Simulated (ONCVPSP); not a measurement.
hafnium (Hf), ONCV: configuration errors across variants

```
Element                 : Hf
Generator               : ONCVPSP 4.0.1
Type                    : optimised norm-conserving Vanderbilt (ONCV)
Functional              : PBE
Relativity              : scalar-relativistic
Frozen core             : [Kr] 4d10
Valence charge          : 26
Reference configuration : 4f14 5s2 5p6 5d2 6s2
Partial waves           : 5s+6s: rc 1.80 bohr, ncon 3, nbas 8, qcut 6.4 1/bohr, 2 projectors; 5p: rc 1.65 bohr, ncon 5, nbas 10, qcut 10.6 1/bohr, 2 projectors, debl 3.1 Ha; 5d: rc 3.10 bohr, ncon 4, nbas 9, qcut 4.9 1/bohr, 1 projector; 4f: rc 1.10 bohr, ncon 4, nbas 9, qcut 17.6 1/bohr, 2 projectors, debl 2.9 Ha
Local potential         : polynomial inside 0.75 bohr (lpopt 5, dvloc0 2 Ha)
Core correction         : Teter function, fcfact 5, rcfact 1.1
```

All-electron excitation energies from the reference (eV): (1) 4f14 5s2 5p6 5d2 6s1 7.977; (2) 4f14 5s2 5p6 5d2 6s0 22.157; (3) 4f14 5s1 5p6 5d2 6s2 73.087.

3 further variants failed, have other tests or too few solved ones, and are left out.

A true bound ghost makes a file unfit for plane-wave use even where its test errors are small: the radial tests pick states by their node count and pass the ghost by.

Errors AE − PS in meV (a dash: test not solved or not reliable):

```csv
change,(1),(2),(3),bound ghosts,GHOST(+) flags above zero
base,-3.5,-19,-264,s,"p, d"
f: nproj 3,-3.5,-19,-264,s,"p, d"
"core correction Teter function, fcfact 4.3, rcfact 1.1",-3.5,-19,-264,s,"p, d"
f: qcut 10.3,-3.6,-20,-288,s,"p, d"
"local potential polynomial inside 1.00 bohr (lpopt 3, dvloc0 2 Ha)",-3.5,-19,-264,none,"s, d"
```

Question: Give the same row for: core correction Teter function fitted to the true core (icmod 2), fcfact 0.4.

Answer: -3.5, -19, -269; bound ghosts: s; GHOST(+) flags above zero: p, d.
